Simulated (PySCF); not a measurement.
I: excitation energy

I [Kr] 4d10 5s2 5p5 (2P) → I [Kr] 4d10 5s1 5p6 (2S), as a difference of total energies. Calculation: PySCF 2.14, in aug-cc-pVQZ-DK3; the spin-free X2C one-electron Hamiltonian (Gaussian nucleus). Correlated levels: valence: [Kr] 4d10 frozen. The calculations carry no spin-orbit coupling.

| method | excitation energy (cm⁻¹) |
| --- | --- |
| UHF | 102640 |
| LDA | 83717 |
| PBE | 83681 |
| PBE0 | 88538 |
| r2SCAN | 86791 |
| wB97X | 91164 |
| MN15 | 88233 |
| M06-2X | 90816 |
| MP2 (valence) | 88197 |
| SCS-MP2 (valence) | 86586 |

A first-order spin-orbit estimate (lowest level to lowest level, LS coupling) adds 0.300 eV.

The upper state lies above the first ionisation limit, where it may autoionise and the basis confines it.
